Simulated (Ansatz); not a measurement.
H2B2F, SMILES `B[B-]F` (lower singlet) (charge -1, multiplicity 1). This singlet lies 0.62 eV below the relaxed triplet at the level frozen-core CCSD(T)/aug-cc-pVTZ // B3LYP-D3(BJ)/def2-TZVPD (Ansatz, a first-principles code).

Level of theory: BLYP/aug-cc-pVTZ // B3LYP-D3(BJ)/def2-TZVPD run with Ansatz.

Ansatz 0.2 input:
```yaml
crystal:
  periodic: [false, false, false]
  atoms:
    - { symbol: B, position_ang: [-0.630057, 0.002147, 0.011106] }
    - { symbol: B, position_ang: [0.889815, -0.002893, -0.014823] }
    - { symbol: F, position_ang: [2.223645, -0.007463, -0.037562] }
    - { symbol: H, position_ang: [-1.237811, 1.046723, 0.055124] }
    - { symbol: H, position_ang: [-1.245592, -1.038514, -0.013846] }
basis:
  gaussian: { orbitals: aug-cc-pVTZ }
hamiltonian:
  xc: blyp
total_charge: -1
```

Output:

```
Functional definition: BLYP
804 factors; their error is unknown
mean field evaluation 1: about -4076.5893 eV, gradient 1.1e2 eV
mean field evaluation 2: about -3886.1173 eV, gradient 2.1e2 eV
mean field evaluation 4: about -4080.5989 eV, gradient 5.7e1 eV
mean field evaluation 8: about -4102.6470 eV, gradient 5.2e-1 eV
mean field evaluation 16: about -4102.6253 eV, gradient 4.3e-4 eV
mean field -4102.62526562 eV, -150.7686976522 hartree, gradient 4.1e-5 eV, S^2 0.000000; 0 other end points of the search recorded, 0 dependent functions left out
reference -4102.62559237 eV, -150.7687096602 hartree; 11, 11 occupied and 173, 173 virtual orbitals, 804 factors
Total energy: -4102.62559237 eV, -150.7687096602 hartree
```
